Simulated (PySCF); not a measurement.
Radial density of La³⁷⁺ (lanthanum, charge +37)

UHF, [Ar] 3d2, high-spin 3F determinant. All numbers are calculated (PySCF 2.14, scalar relativity by spin-free X2C-1e, in an even-tempered Gaussian basis (18 s from 6.6 bohr⁻², ratio 2.5; 12 p from 8.6 bohr⁻², ratio 2.5; 7 d from 8.6 bohr⁻², ratio 2.5; 4 f from 30 bohr⁻², ratio 2.7; 3 g from 45 bohr⁻², ratio 2.7)).

| r (bohr) | 4πr²ρ (e/bohr) | 4πr²(ρα − ρβ) |
| --- | --- | --- |
| 0.0223 | 72.21 | 0.0056 |
| 0.0375 | 66.04 | 0.0872 |
| 0.0630 | 90.09 | 0.8000 |
| 0.106 | 70.24 | 4.1920 |
| 0.178 | 43.38 | 9.3402 |
| 0.300 | 36.14 | 5.1363 |
| 0.505 | 2.227 | 0.2625 |
| 0.849 | 0.004024 | 0.0006 |

Densities and radii are taken from the X2C orbitals without a picture-change correction, which distorts them close to the nucleus.

Spin-orbit coupling is strong in this species (close to jj coupling), so the high-spin LS determinant is a model state, not a physical level.
